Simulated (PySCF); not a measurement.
Electronic structure of Sc+ (scandium, charge +1) at the UHF level

Configuration: [Ar] 3d1 4s1, high-spin 3D determinant. Calculation: PySCF 2.14, in cc-pVDZ (6s5p3d1f, 43 functions); no relativity, point nucleus.

```json
{
  "Total energy": "-759.540573 hartree",
  "One-electron energy": "-1034.8074 hartree",
  "Hartree (Coulomb) energy": "313.2087 hartree",
  "Exchange energy": "-37.9418 hartree",
  "Kinetic energy": "759.42639 hartree",
  "⟨S²⟩": "2.0014",
  "⟨L²⟩": "6.017",
  "Sum of ⟨r⟩": "17.00 bohr",
  "Sum of ⟨r²⟩": "30.51 bohr²",
  "Traceless quadrupole moment −½Σ⟨3z² − r²⟩ along its main axis": "0.683 e·bohr²",
  "Density at the nucleus (Gaussians lack the cusp)": "6140 bohr⁻³",
  "Spin density at the nucleus": "2.45 bohr⁻³",
  "Langevin diamagnetic susceptibility": "-24.2 ×10⁻⁶ cm³/mol",
  "Time after the integrals": "0.16 s of wall time on 1 thread of Neoverse-V1 (shared host)"
}
```

| shell | electrons | mean orbital energy (eV) | spread (eV) | rms radius, mean of both spins (bohr) |
| --- | --- | --- | --- | --- |
| 1s α | 1 | -4521.6 | 0 | 0.0852 |
| 1s β | 1 | -4521.6 | 0 | 0.0852 |
| 2s α | 1 | -526.57 | 0 | 0.373 |
| 2s β | 1 | -526.08 | 0 | 0.373 |
| 2p α | 3 | -433.71 | 0.077 | 0.341 |
| 2p β | 3 | -433.29 | 0.520 | 0.341 |
| 3s α | 1 | -77.680 | 0 | 1.16 |
| 3s β | 1 | -75.823 | 0 | 1.16 |
| 3p α | 3 | -50.790 | 1.015 | 1.27 |
| 3p β | 3 | -48.738 | 1.531 | 1.27 |
| 3d α | 1 | -16.559 | 0 | 1.84 |
| 4s α | 1 | -12.236 | 0 | 3.71 |
